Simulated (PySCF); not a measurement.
C₄H₃N₂, doublet, at a GFN2-xTB geometry. Base run: B3LYP/6-31G (PySCF).

The PySCF input:
```python
from pyscf import gto, scf, dft, solvent

mol = gto.Mole()
mol.atom = '''
    C     0.94981962    0.99446275    0.00309143
    N    -0.28982041    1.33304898   -0.00013656
    C    -1.25884528    0.43465061   -0.00323323
    C    -0.88376033   -0.90452720   -0.00286618
    N     0.38711950   -1.25741399    0.00044031
    C     1.33544724   -0.34372978    0.00348783
    H    -2.28641454    0.76925018   -0.00588240
    H    -1.61069132   -1.70419822   -0.00525117
    H     2.36004480   -0.67963519    0.00612822
'''
mol.basis = '6-31g'
mol.spin = 1
mol.verbose = 4
mol.build()

mf = dft.UKS(mol)
mf.xc = 'b3lyp'
mf.kernel()
```

The base run was repeated with changes; each row names its change, and settings that it needs were set with it.

```csv
change,ΔE vs base (kJ/mol),dipole (D)
base,0.00,1.54
model = IEF-PCM; solvent = n-hexane; vdw_scale = 1.4,-4.38,1.67
model = COSMO; solvent = n-hexane,-7.64,1.70
model = IEF-PCM; solvent = n-hexane; vdw_scale = 1.1,-10.41,1.74
model = IEF-PCM; solvent = methanol,-21.33,2.04
model = IEF-PCM; solvent = n-hexane; vdw_scale = 1.0,-14.47,1.77
model = IEF-PCM; solvent = n-hexane,-7.67,1.71
model = IEF-PCM; solvent = n-hexane; r_probe = 0.5,-3.15,1.65
model = IEF-PCM; solvent = n-hexane; lebedev_order = 11,-7.37,1.71
model = IEF-PCM; solvent = dichloromethane,-18.51,1.97
model = SS(V)PE; solvent = n-hexane,-7.62,1.71
model = C-PCM; solvent = n-hexane,-9.79,1.75
```

The base is the gas phase, so ΔE is the electrostatic part of solvation at a fixed geometry, without cavity and dispersion terms.

Open shells are given as the SCF converged; they aren't shown to be the lowest states, and a large step between rows can be another state.
